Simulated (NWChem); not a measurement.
# Atomisation of H2Cl3NSi

```xyz
7

N      0.1747    -1.9704     0.0000
Si     0.0171    -0.2779     0.0000
Cl     0.9215     0.4544    -1.6993
Cl     0.9215     0.4544     1.6993
Cl    -1.9312     0.4267     0.0000
H      0.0183    -2.5100    -0.8456
H      0.0183    -2.5100     0.8456
```
Charge 0, spin multiplicity 1.

Program: NWChem. All single points use one geometry, from B3LYP/def2-SVP, a minimum by its harmonic frequencies.

Basis set: def2-TZVP. The atomisation energy is electronic alone: no zero-point, thermal, spin-orbit or counterpoise terms. No value is extrapolated to the basis-set limit. Free atoms are single determinants with multiplicities N 4, Si 3, Cl 2, H 2. Correlated methods freeze the same cores in atoms and molecule, 21 orbitals in all.

Relative cost: rough, from shared machines, SCF included, PBE0 = 1. Costs are the molecule's.

B3LYP has NWChem's definition, with VWN1-RPA local correlation. GW and range-separated runs recompute their integrals, the others keep them in memory, which bears on the times. The structure started from a generated list of species. No SCF solution was tested for a lower state. Open-shell Hartree-Fock references start from PBE0 orbitals; any time given for them includes that run.

| method | atomisation energy (kcal/mol) | relative cost |
|---|---|---|
| PBE0 | ? | 1 |
| B3LYP | ? | under 3 |
| PBE | ? | under 3 |
| TPSS | 563.8 | under 3 |
| HF | 401.2 | under 3 |
| MP2 | 563.8 | 6 |
| LC-wPBE (omega 0.3 per bohr) | ? | 10 |
| CAM-B3LYP | 560.0 | 20 |

Task: Fill in the missing entries.

Result: 
- PBE0, atomisation energy (kcal/mol): 564.8
- B3LYP, atomisation energy (kcal/mol): 553.5
- PBE, atomisation energy (kcal/mol): 574.5
- LC-wPBE (omega 0.3 per bohr), atomisation energy (kcal/mol): 567.7
